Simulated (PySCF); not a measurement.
Predicted microwave data (CAM-B3LYP/def2-SVPD in PySCF (dipole) on a GFN2-xTB geometry, gas phase) for one isomer of C4H7NOSi:

```
Rotational constants : A = 3200, B = 1720, C = 1386 MHz
Dipole components    : |μa| = 3.60 D, |μb| = 1.33 D, |μc| = 2.00 D
Inertial defect      : -87.12 u·Å²
κ                    : -0.63
```

**Question.** Which candidate fits, each taken in the one conformer that was computed?
A. `[CH2:1]=[C:2]1[SiH2:3][C@H:4]1[C:5]([NH2:6])=[O:7]` with Si3–C4–C5–N6 58°, C4–C5–N6–H 174° and 20°
B. `[CH2:1]=[C:2]([SiH3:3])/[CH:4]=[N:5]/[CH:6]=[O:7]` with C1–C2–C4–N5 21°, C4–N5–C6–O7 -82°
C. `[CH3:1]/[CH:2]=[C:3](\[C:4]#[N:5])[O:6][SiH3:7]` with C2–C3–O6–Si7 -3°
D. `[CH3:1][SiH2:2][c:3]1[cH:4][n:5][o:6][cH:7]1` with C1–Si2–C3–C4 48°
E. `NC1=COC([SiH3])=C1`

**Answer.** A. It is C=C1[SiH2][C@H]1C(N)=O, an asymmetric top, point group C1. The candidates at the same level (rigid rotor, commonest isotopes):

| SMILES | A (MHz) | B (MHz) | C (MHz) | μa (D) | μb (D) | μc (D) | Δ (u·Å²) | point group | rotor |
| --- | --- | --- | --- | --- | --- | --- | --- | --- | --- |
| C=C1[SiH2][C@H]1C(N)=O | 3200 | 1720 | 1386 | 3.60 | 1.33 | 2.00 | -87.12 | C1 | asymmetric top |
| Nc1coc([SiH3])c1 | 6721 | 1258 | 1073 | 1.55 | 0.91 | 1.01 | -6.25 | – | near-prolate asymmetric top |
| C/C=C(\C#N)O[SiH3] | 3412 | 1393 | 1007 | 2.55 | 3.81 | 0.01 | -8.88 | near Cs | asymmetric top |
| C[SiH2]c1cnoc1 | 5635 | 1297 | 1135 | 2.99 | 0.80 | 0.21 | -34.04 | C1 | near-prolate asymmetric top |
| C=C([SiH3])/C=N/C=O | 5561 | 925.8 | 826.1 | 3.92 | 1.30 | 1.94 | -25.01 | C1 | near-prolate asymmetric top |

`C[SiH2]c1cnoc1` has A 76 % too high; `C=C([SiH3])/C=N/C=O` has A 74 % too high; `C/C=C(\C#N)O[SiH3]` has C 27 % too low; `Nc1coc([SiH3])c1` has A 110 % too high. No structure here is proved a minimum.
